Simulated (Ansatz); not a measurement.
`[OH][Ge][Br]` + HCl → `[Cl][Ge][Br]` + H₂O at 600 K and 1 bar (ligand exchange at a Ge–O bond).

Program: Ansatz. Geometries: PBE0-D4/def2-TZVP. ΔE: electronic, gas phase. CCSD(T)/CBS is the MP2 limit (def2-TZVPP, def2-QZVPP) plus CCSD(T) − MP2 in def2-TZVPP, frozen cores. This one scheme is used for every species. For Br, Ge outer-core shells are correlated without core-valence functions, which leaves a few kJ/mol of doubt a bond. Scalar relativity is left out up to krypton. One conformer a species, not always the lowest.

```json
{"species": "`[OH][Ge][Br]`", "CCSD(T)/CBS energy (Eh)": "-4725.27533", "H − E (kJ/mol)": "71.4", "S (J/(mol·K))": "350.0"}
{"species": "HCl", "CCSD(T)/CBS energy (Eh)": "-460.38127", "H − E (kJ/mol)": "35.4", "S (J/(mol·K))": "207.2"}
{"species": "`[Cl][Ge][Br]`", "CCSD(T)/CBS energy (Eh)": "-5109.28758", "H − E (kJ/mol)": "35.5", "S (J/(mol·K))": "352.0"}
{"species": "H₂O", "CCSD(T)/CBS energy (Eh)": "-76.37941", "H − E (kJ/mol)": "76.8", "S (J/(mol·K))": "212.8"}
```

H − E and S are ideal-gas, rigid-rotor, harmonic terms from PBE0-D4/def2-TZVP, for one conformer and one mirror image of each species. 1 Eh = 2625.50 kJ/mol, R = 8.31446 J/(mol·K).

By hand: ΔE, ΔH, ΔS and ΔG.

ΔE = (-5109.28758) + (-76.37941) − (-4725.27533) − (-460.38127) = -0.01039 Eh = -27.3 kJ/mol. Δ(H − E) = 35.5 + 76.8 − 71.4 − 35.4 = 5.5, so ΔH = -21.8 kJ/mol. ΔS = 352.0 + 212.8 − 350.0 − 207.2 = 7.6 J/(mol·K). ΔG = -21.8 − 600 × (7.6)/1000 = -26.4 kJ/mol.

By hand: the equilibrium constant, and the temperature at which ΔG would vanish if ΔH and ΔS stayed fixed.

log₁₀ K = −ΔG/(RT ln 10) = 2.3. ΔH and −TΔS have one sign here, so there is no such temperature.

The number of gas molecules stays the same, so ΔS is small and ΔH decides. A doubt of 5 kJ/mol in ΔE shifts log₁₀ K by 0.4 here. Other conformers and mirror images would add mixing entropy, several J/(mol·K) or more a flexible species. These are equilibria of isolated gas molecules and say nothing of rates. Largest T1 diagnostic: 0.013 (customary marks: 0.02 for closed shells, 0.045 for open ones).

ΔS is within the doubt of such terms, so its sign, and with it that verdict, could turn.
